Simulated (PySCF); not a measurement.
Input of a run (PBE0-D3(BJ)/def2-SVP geometry optimisation, gas phase (PySCF 2.14.0)), started from GFN2-xTB:
```
{"job": {"xc": "PBE0", "basis": "def2-SVP", "d3": "d3bj", "grid": 2, "kind": "geom"}, "charge": 0, "multiplicity": 1}
O      2.811454     0.143803     0.641562
C      1.806371    -0.827970     0.591222
C      0.477321    -0.265167     0.164781
C     -0.658835    -1.061628     0.047662
C     -1.841283    -0.466869    -0.351441
C     -1.854148     0.895658    -0.618055
C     -0.671947     1.599774    -0.472398
N      0.462045     1.035459    -0.091981
H      2.391152     0.980464     0.381564
H      2.102819    -1.620754    -0.112653
H      1.698377    -1.290755     1.584242
H     -0.607692    -2.117355     0.265322
H     -2.742407    -1.053513    -0.454709
H     -2.758219     1.393838    -0.929779
H     -0.619422     2.663005    -0.667250
```

Output (energies in Eh, forces in Eh/bohr):
```
step   0  E = -362.14978965  max force = 0.013741
step   1  E = -362.15130197  max force = 0.002634
step   2  E = -362.15131530  max force = 0.001094
step   3  E = -362.15132189  max force = 0.000693
step   4  E = -362.15132306  max force = 0.000414
optimisation converged
```

Problem. Summarise the run.

Solution. The energy falls by 4.0 kJ/mol over 5 energy and gradient evaluations, the largest force component goes from 0.0137 to 4.1e-04 Eh/bohr, and the atoms move by 0.026 Å rms after alignment. The bond that changes most is O1–C2 (alcohol oxygen to carbinol carbon (C–OH)), which shortens by 0.017 Å. Bonds longer at the end by more than 0.005 Å: 12 of 15; shorter: 1. Among the angles that change most is O1–C2–H10, from 109.3° to 111.5°. The energy never rose by more than 1e-6 Eh on the way. The first step brought 99 % of the lowering.

Problem. What are the final bond lengths?

Solution. O1–C2 1.382 Å, C2–C3 1.512 Å, C3–C4 1.399 Å, C4–C5 1.389 Å, C5–C6 1.396 Å, C6–C7 1.390 Å, C7–N8 1.332 Å, C3–N8 1.330 Å, O1–H9 0.976 Å, C2–H10 1.110 Å, C2–H11 1.110 Å, C4–H12 1.093 Å, C5–H13 1.093 Å, C6–H14 1.092 Å, C7–H15 1.095 Å. Numbering counts from 1 in the input's order; the species is 2-pyridinemethanol, `c1ccc(CO)nc1`.

The run used 147 basis functions and 37 SCF cycles in all. The run took 38 s of wall time on an Arm Neoverse V2 with one thread, no GPU, shared host, and the process peaked at 0.72 GiB of memory.

No PBE0-D3(BJ)/def2-SVP frequencies stand behind this structure, so it isn't proved a minimum. The numbers are those of one conformer.

The values belong to the conformer `[OH:1][CH2:2][c:3]1[cH:4][cH:5][cH:6][cH:7][n:8]1`: O1–C2–C3–C4 180°, H–O1–C2–C3 0°.
